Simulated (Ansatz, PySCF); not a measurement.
Molecule: N-germyl-N-methylmethanamine, C2H9GeN, charge 0, multiplicity 1. SMILES: C[N](C)[GeH3]
Geometry from a B3LYP-D3(BJ)/def2-TZVP (Ansatz, a first-principles code) optimisation:
```
N
C 1 1.4519
H 2 1.0913 1 110.44
H 2 1.0955 3 107.62 1 -119.85
H 2 1.1024 3 108.02 4 -115.56
C 1 1.4519 2 112.57 3 -177.25
H 6 1.0913 1 110.44 2 177.25
H 6 1.0955 7 107.62 1 119.85
H 6 1.1024 7 108.02 8 115.56
Ge 1 1.8512 2 116.74 3 43.73
H 10 1.5371 1 106.98 2 -171.36
H 10 1.5371 11 111.87 7 -140.96
H 10 1.5520 11 109.14 12 -120.88
```

Wanted: vertical triplet-singlet gap, E(triplet) - E(singlet), in eV. Terms: 6-31G* and kin with 6d, 5d where marked; frozen cores in correlated levels (noble-gas shells and the d and f shells of earlier blocks); each state is the SCF solution reached for its charge and spin; spin-orbit terms left out; non-relativistic; no dispersion term unless named; UHF or UKS for open shells; LANL2DZ with its own core potentials from Na on. Ab initio and DFT rows: single points at B3LYP-D3(BJ) geometries (Ansatz). Levels can end on unlike triplets.

```tsv
level	program	vertical triplet-singlet gap, E(triplet) - E(singlet) (eV)
HF/6-31G*	Ansatz	5.19
PBE/6-31G*	Ansatz	4.92
B3LYP/STO-3G	Ansatz	7.23
B3LYP/3-21G	Ansatz	5.27
B3LYP/6-31G*	Ansatz	5.18
B3LYP/6-31G* with LANL2DZ past Ar	Ansatz	5.24
M06-2X/6-31G* with LANL2DZ past Ar (5d)	PySCF	5.49
MP2/6-31G*	Ansatz	5.75
MP2/6-31G* with LANL2DZ past Ar	Ansatz	5.89
PBE0/def2-TZVPD	Ansatz	4.93
wB97X-V/def2-TZVPD	Ansatz	5.44
```

No value to compare with is used here. The 9 habitual levels span 4.92 (PBE/6-31G*) to 7.23 eV (B3LYP/STO-3G); wB97X-V/def2-TZVPD gives 5.44.

The levels are drawn from those run, B3LYP/6-31G* more often than the rest, none by its result; left out are runs that failed, that the program found above a lower state of the same kind, or whose <S^2> lies over 0.5 above the pure value.
